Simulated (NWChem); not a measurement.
System: CH₅FOSi; SMILES C[SiH](O)F

Input file for NWChem:

```
start job
memory heap 200 mb stack 900 mb global 1100 mb
geometry units angstroms noautosym nocenter noautoz
  Si     0.014807     0.085878     0.359745
  C     -0.269582    -1.658304    -0.214669
  O     -1.102758     1.152313    -0.227174
  F      1.496040     0.517653    -0.160167
  H     -0.014725     0.243570     1.832332
  H     -1.266028    -2.015456     0.087987
  H      0.483504    -2.335619     0.217507
  H     -0.194936    -1.734544    -1.311196
  H     -1.256294     1.165424    -1.176130
end
basis spherical
  * library pcsseg-1
end
dft
  xc pbe0
  iterations 150
end
property
  shielding
end
task dft property
```

Geometry: optimised at PBE0/def2-SVP.

GIAO values for the isolated, static molecule; σ is the absolute isotropic shielding, δ = σ(reference) − σ with the isolated reference molecule computed at the same levels (13C: tetramethylsilane, 19F: trichlorofluoromethane, 1H: tetramethylsilane, 17O: water, 29Si: tetramethylsilane).

Atoms are numbered as in the input.

Q: Predict the main results of this run. (PBE0/pcSseg-1, GIAO.) Quantities: δ Si1 (ppm); δ C2 (ppm); δ O3 (ppm); δ F4 (ppm); δ H5 (ppm); δ H6 (rotor mean) (ppm); δ H9 (ppm).

A: 
```
Property                 Result
-----------------------  ------
δ Si1 (ppm)                -2.5
δ C2 (ppm)                  0.1
δ O3 (ppm)                 64.1
δ F4 (ppm)               -145.6
δ H5 (ppm)                 4.76
δ H6 (rotor mean) (ppm)    0.20
δ H9 (ppm)                 1.90
```
